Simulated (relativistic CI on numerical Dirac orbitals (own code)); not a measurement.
## What each ingredient does to the levels of Se31+

Base calculation: Dirac-Coulomb-Breit CI, KLI orbitals optimised for each configuration, a model potential for QED, unscaled Slater integrals.

Configurations in the expansion (outside the closed core 1s2): 2s, 2p, 3s, 3p, 3d, 4s, 4p, 4d, 4f, 5s, 5p, 5d, 5f, 5g. Levels of other configurations are missing.

Variants: (1) QED terms removed. Shifts of the energy above 2s ²S1/2, in eV, for the lowest level and the first level of each name with at least 55 % of one term (blank where a level changes its place among those of its configuration and J or its character, or is not in the variant):

| Level | Base | Δ(1) |
| --- | --- | --- |
| 2s ²S1/2 | 0.00 | 0.00 |
| 2p ²P°1/2 | 66.68 | +1.30 |
| 2p ²P°3/2 | 117.45 | +1.19 |
| 3s ²S1/2 | 2040.56 | +0.90 |
| 3p ²P°1/2 | 2059.08 | +1.28 |
| 3p ²P°3/2 | 2074.11 | +1.25 |
| 3d ²D3/2 | 2080.87 | +1.27 |
| 3d ²D5/2 | 2085.61 | +1.26 |
| 4s ²S1/2 | 2744.85 | +1.11 |
| 4p ²P°1/2 | 2752.47 | +1.27 |
| 4p ²P°3/2 | 2758.80 | +1.26 |
| 4d ²D3/2 | 2761.61 | +1.27 |
| 4d ²D5/2 | 2763.61 | +1.26 |
| 4f ²F°5/2 | 2763.76 | +1.27 |

At this charge energies of transitions that change n are usually good to better than 1 %, and those within a shell (Δn = 0) to a few per cent.

Ionisation energy from the two ground configurations alone: base 3636.26 eV; QED terms removed 3637.52 eV. The NIST ASD value (theoretical) is 3636.53 eV.
